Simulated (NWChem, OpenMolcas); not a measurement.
The same job for OpenMolcas

NWChem 7.3.0 runs this on SbH2 (SMILES [SbH2]):

calc.nw:
```
start calc
memory 2200 mb

geometry noautosym nocenter noautoz
Sb       0.659800      -0.346300       0.315700
H        0.046700       1.244200       0.163200
H       -0.717300      -0.962700      -0.492100
end

basis spherical bse
* library 3-21G
end

scf
nopen 1
uhf
thresh 1e-08
maxiter 80
end

task scf gradient
```

```bash
$ nwchem calc.nw > calc.out
```

Geometry: relaxed at PBE0-D4/def2-TZVP.

The run is non-relativistic.

It gives a total energy of -6286.792094 Eh.

Problem. How is this level of theory, on these atoms, set up in OpenMolcas 26.06 as an input file of the program's own?

Solution. One way, which was run:

calc.inp:
```
>>> EXPORT MOLCAS_PRINT=2

&GATEWAY
  BasLib=$CurrDir
  Coord
  3
  angstrom
  Sb       0.659800      -0.346300       0.315700
  H        0.046700       1.244200       0.163200
  H       -0.717300      -0.962700      -0.492100
  Basis=3-21G
  Group=NoSym

&SEWARD

&SCF
  UHF
  Spin=2
  Thresholds=1e-10 1e-07 1e-07 1e-05
  PrOrbitals=1 2

&ALASKA
```

```bash
$ export MOLCAS_MEM=1860
$ pymolcas calc.inp > calc.log
```

(Basis files named in the input come from the Basis Set Exchange and aren't shown.)

Its energy is -6286.792094 Eh, the same as the first but for the last digit, at most.
